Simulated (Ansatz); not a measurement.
Si(NMe2)H3 (C₂H₉NSi). Charge 0, multiplicity 1. Geometry PBE0-D4/def2-SVP; atoms count from 1.

```tsv
atom	x (Å)	y (Å)	z (Å)
Si1	-1.379	0.577	-0.687
N2	0.162	0.051	-0.088
C3	0.652	-1.277	-0.354
C4	0.785	0.698	1.038
H5	1.747	-1.267	-0.509
H6	0.195	-1.686	-1.269
H7	0.446	-1.991	0.470
H8	0.426	1.734	1.140
H9	0.592	0.180	2.000
H10	1.883	0.742	0.907
H11	-1.535	0.060	-2.080
H12	-1.398	2.071	-0.666
H13	-2.576	0.108	0.097
```

(1) Estimate the Mulliken populations from the PBE0/def2-TZVP orbitals of Ansatz.

(2) And the Mayer bond orders between heavy atoms (over 0.3)?

Results:

(1) 
```
atom  charge (e)
 Si1        0.19
  N2       -0.20
  C3       -0.30
  C4       -0.30
  H5        0.12
  H6        0.13
  H7        0.11
  H8        0.13
  H9        0.11
 H10        0.12
 H11       -0.03
 H12       -0.03
 H13       -0.05
```
Mulliken values depend strongly on the basis.

(2) Si1–N2 1.18 (1.74 Å); N2–C3 0.99 (1.44 Å); N2–C4 0.99 (1.44 Å).
